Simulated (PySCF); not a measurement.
Low-lying terms of Ga³⁺ (gallium, charge +3)

Ground state [Ar] 3d10, ¹S. Computed with PySCF 2.14 in aug-cc-pVTZ-DK with one added diffuse shell each of s, p, d, f type (8s7p5d3f, 75 functions), with the spin-free X2C one-electron Hamiltonian (Gaussian nucleus). Vertical excitation energies in eV without spin-orbit coupling; excited terms of each kind are numbered among those the solver found. Frozen: [Ar].

```csv
term,leading excitation,EOM-EE-CCSD
1 3D,3d → s,18.867
1 1D,3d → s,19.335
1 3P°,3d → p,27.794
1 3F°,3d → p,28.213
1 1F°,3d → p,28.506
1 1D°,3d → p,28.932
1 3D°,3d → p,28.939
1 1P°,3d → p,29.050
1 3G,3d → d,40.764
1 1G,3d → d,40.863
1 1F,3d → d,41.138
2 3D,3d → s,42.639
2 1D,3d → s,42.710
```

The solver can miss terms.
